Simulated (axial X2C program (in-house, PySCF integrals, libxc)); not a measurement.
**Correcting the dissociation energy of HBr for spin–orbit coupling**

A spin-free CCSD(T) curve (one-electron X2C) was computed with an axial X2C code built on PySCF integrals, basis Br dyall-cv4z [10s10p7d5f3g], H dyall-v4z [7s3p2d1f] (cores contracted in-house), for the state M_S = 0, Λ = 0 (closed shell). It gives D0 = 3.847 eV to Br + H, which in a spin-free picture are the weighted means of the ground terms.

Correlated methods: 8 electrons correlated (number of frozen shells: Br 3 s, 2 p, 1 d; H none), 246 virtual spin orbitals or spinors in MP2, 110 natural virtuals in coupled cluster.

Measured levels of the ground terms (NIST Handbook of Basic Atomic Spectroscopic Data), in cm⁻¹: Br 2P: J = 3/2 at 0, J = 1/2 at 3685.2; H 2S: J = 1/2 at 0.

The molecular state has Λ = 0, so it has no first-order lowering.

Task: How far does each ground level lie under the (2J+1)-weighted mean of its term?

Result: Br: (4 × 0 + 2 × 3685.2)/6 = 1228 cm⁻¹; H: a single level, 0.

Task: Correct D0.

Result: D0 = 3.847 + (0 − 1228)/8065.5 = 3.695 eV at CCSD(T) with these spin–orbit terms. The direct two-component run, taken to the lowest atomic determinants of a wider search where it found them, gives 3.711 eV; the difference holds second-order terms in the molecule, scalar two-electron terms, the gap between measured and computed atomic splittings (a 2c atom can miss part of its lowering) and, in coupled cluster, the truncation of each run.

Second-order spin–orbit effects in the molecule, which grow quickly with Z, are left out. Occupations by symmetry block were frozen at the best pattern of an incomplete PBE0 search. Dissociation energies refer to the lowest single-determinant-based atoms at the same level and basis. Coupled cluster ran in a truncated set of natural virtual spinors; the MP2 energy of the rest was added. (T) has no such correction and the atoms are truncated less, which lowers De at CCSD(T) by a hundredth of an eV or more.
